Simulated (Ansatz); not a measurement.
A structure relaxed at PBE0-D4/def2-TZVP, charge 0, multiplicity 1:

Cartesian coordinates in Å:
```
O -1.154 -0.471 -1.165
Ta 0.001 0.000 0.001
F -0.531 -0.709 1.644
F 1.654 -0.687 -0.528
F 0.030 1.866 0.049
```

(1) Give its formula and SMILES.

(2) Point group (tolerance 0.08 Å, 0.16 Å for H)?

(3) Summarise the bond lengths by kind.

## Answers

(1) F3OTa, `[O]=[Ta]([F])([F])[F]`.

(2) C3v.

(3) 1 × O–Ta 1.706 Å; 3 × F–Ta 1.867 Å.

Results of the Gaussian-basis code of Ansatz.
